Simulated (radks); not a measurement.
Results of a calculation; reference values are marked as such.
Question: The thulium ion Tm+, 68 electrons, occupied as [Xe] 4f13 6s1. Level of theory: scalar-relativistic Kohn-Sham, PBE, spin-polarised, spherical densities, finite nucleus; open shells are filled with parallel spins first (spin-orbit coupling, left out, can overturn this in heavy ions); Fermi nuclear charge, rms radius 5.2256 fm (a radial shooting solver on a logarithmic mesh with Libxc functionals). Some entries of the table are withheld. Estimate them.

| orbital | occ. | eigenvalue (hartree) | <r> (bohr) | <r^2> (bohr^2) |
|---|---|---|---|---|
| 1s up | 1 | -2178.574 | 0.02001 | 0.0005486 |
| 1s down | 1 | -2178.574 | 0.02001 | 0.0005486 |
| 2s up | 1 | -367.7772 | 0.08488 | 0.008516 |
| 2s down | 1 | -367.7766 | 0.08488 | 0.008516 |
| 2p up | 3 | -324.7960 | 0.07541 | 0.006945 |
| 2p down | 3 | -324.7955 | 0.07541 | 0.006945 |
| 3s up | 1 | -82.85096 | 0.2210 | 0.05581 |
| 3s down | 1 | -82.83493 | 0.2210 | 0.05580 |
| 3p up | 3 | -69.83115 | 0.2203 | 0.05626 |
| 3p down | 3 | -69.81512 | 0.2203 | 0.05624 |
| 3d up | 5 | -53.74445 | 0.1999 | 0.04687 |
| 3d down | 5 | -53.73220 | 0.1998 | 0.04685 |
| 4s up | 1 | -16.52876 | 0.4979 | 0.2799 |
| 4s down | 1 | -16.49564 | 0.4979 | 0.2799 |
| 4p up | 3 | -12.24992 | 0.5284 | 0.3178 |
| 4p down | 3 | -12.21729 | 0.5285 | 0.3179 |
| 4d up | 5 | -6.56481 | 0.5716 | 0.3795 |
| 4d down | 5 | -6.53260 | 0.5718 | 0.3797 |
| 5s up | 1 | -2.21559 | 1.230 | (1) |
| 5s down | 1 | -2.19762 | 1.231 | (2) |
| 5p up | 3 | (3) | 1.471 | 2.470 |
| 5p down | 3 | (4) | 1.469 | 2.463 |
| 4f up | 7 | (5) | 0.8039 | 0.8978 |
| 6s up | 1 | -0.34997 | 3.563 | 14.30 |
| 4f down | 6 | (6) | 0.8075 | 0.9059 |
| 6s down | 0 | -0.31574 | 3.509 | 13.86 |

Answer: 
(1) 5s up <r^2> (bohr^2): 1.705
(2) 5s down <r^2> (bohr^2): 1.708
(3) 5p up eigenvalue (hartree): -1.24196
(4) 5p down eigenvalue (hartree): -1.22585
(5) 4f up eigenvalue (hartree): -0.37115
(6) 4f down eigenvalue (hartree): -0.34178
